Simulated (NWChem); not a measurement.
FBO[SiH3] (BSiH$_{4}$OF), optimised at PBE0/def2-SVP with NWChem:

| Property | Result |
|---|---|
| highest occupied level (eV) | -9.41 |
| orbital gap (eV) | 9.68 |
| dipole (D) | 1.16 |
| highest harmonic frequency (cm⁻¹) | 2677 |
| zero-point energy (kcal/mol) | 28.8 |

All stand in one matching conformer (torsions within 35°), which need not be the lowest.

Problem. One H atom is replaced by F, giving FB(F)O[SiH3] (BSiH$_{3}$OF$_{2}$), optimised at the same level. How do these values move?

Solution. 
```json
[
 {"quantity": "highest occupied level (eV)", "new value": "-9.62", "change": "-0.21"},
 {"quantity": "orbital gap (eV)", "new value": "9.90", "change": "+0.22"},
 {"quantity": "dipole (D)", "new value": "1.92", "change": "+0.76"},
 {"quantity": "highest harmonic frequency (cm⁻¹)", "new value": "2286", "change": "-391"},
 {"quantity": "zero-point energy (kcal/mol)", "new value": "25.2", "change": "-3.6"}
]
```
